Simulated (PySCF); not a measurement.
Property card for `C=C1C[C@H](CC#N)C1=C`

Compound: C₈H₉N.
Numbering: `[CH2:1]=[C:2]1[CH2:3][C@H:4]([CH2:5][C:6]#[N:7])[C:8]1=[CH2:9]` (hydrogens: H10, H11 on C1; H12, H13 on C3; H14 on C4; H15, H16 on C5; H17, H18 on C9)

Among its groups: nitrile, C=C double bond and cyclobutane ring.

From GFN2-xTB geometry:

| Quantity | Value |
| --- | --- |
| Point group of the GFN2-xTB geometry | C1 |
| Rotational constants A, B, C of the GFN2-xTB geometry | 3.683, 1.063, 0.868 GHz |

PBE0/def2-SVPD ground state and vertical TDDFT (core frozen in the response) (PySCF):

| Property | Result |
| --- | --- |
| Dipole moment | 4.00 D |
| HOMO energy | -6.95 eV |
| LUMO energy | -1.44 eV |
| HOMO–LUMO gap | 5.51 eV |
| Lowest singlet excitation | 5.20 eV (239 nm, f = 0.271) |
| Strongest line among the 6 lowest singlet transitions | S1 at 5.20 eV (239 nm, f = 0.271) |
| Lowest triplet excitation (Tamm–Dancoff) | 2.90 eV |
| Static isotropic polarisability | 96.7 au |
| Electronic spatial extent ⟨r²⟩ about the centre of nuclear charge | 1317 bohr² |

**PBE0/pcSseg-1 ground state and GIAO shieldings, non-relativistic (PySCF)**

| Quantity | Value |
| --- | --- |
| Lowest Hirshfeld atomic charge | -0.23 e on N7 |
| Highest Hirshfeld atomic charge | +0.09 e on C6 |
| 13C chemical shifts (computed TMS as zero) by class | 156.7 (C8), 151.3 (C2), 124.4 (C6), 114.6 (C9), 113.5 (C1), 38.2 (C4), 35.8 (C3), 23.2 (C5) ppm |
| 1H chemical shifts (computed TMS as zero) by class | 6.01 (H17), 5.84 (H18), 5.81 (H10), 5.26 (H11), 3.08 (H14), 2.95 (H13), 2.38 (H16), 2.17 (H12), 2.13 (H15) ppm |
| Isotropic shieldings of nuclei other than C and H, by class | -31 (N7) ppm |
| Mayer bond orders between heavy atoms | C1–C2 2.01, C2–C3 1.05, C3–C4 1.04, C4–C5 0.98, C5–C6 1.02, C6–N7 3.04, C4–C8 0.97, C8–C9 2.01, C8–C2 1.00 |

Monoisotopic mass (most abundant isotopes): 119.0735 u.

The largest Löwdin shares of the HOMO are 0.26 on C1, 0.24 on C9, 0.17 on C2 and 0.16 on C8. With B = h/(8π²I), that is 505.379 GHz u Å² over I, the principal moments of inertia are 137.2, 475.3 and 582.1 u Å² (most abundant isotopes). No computed singlet falls in the visible range (750 to 380 nm, 1.65 to 3.26 eV); S1 lies 1.94 eV above its blue end. A dipole of 4.00 D is allowed in C1, and pure rotational transitions are dipole-allowed. The rotational constants make it an asymmetric top with κ = (2B − A − C)/(A − C) = -0.86, nearer the prolate limit (−1). The dipole equals about 13.3 × 10⁻³⁰ C·m (1 D = 3.33564 × 10⁻³⁰ C·m). The polarisability is 14.32 Å³ as a volume (1 au = 0.148185 Å³), or 1.51 au for each of the 64 electrons.

The structure is a single GFN2-xTB conformer in the gas phase; no vibrational or solvent corrections.

Shape of the structure used: `[CH2:1]=[C:2]1[CH2:3][C@H:4]([CH2:5][C:6]#[N:7])[C:8]1=[CH2:9]`: C3–C4–C5–C6 -175°.
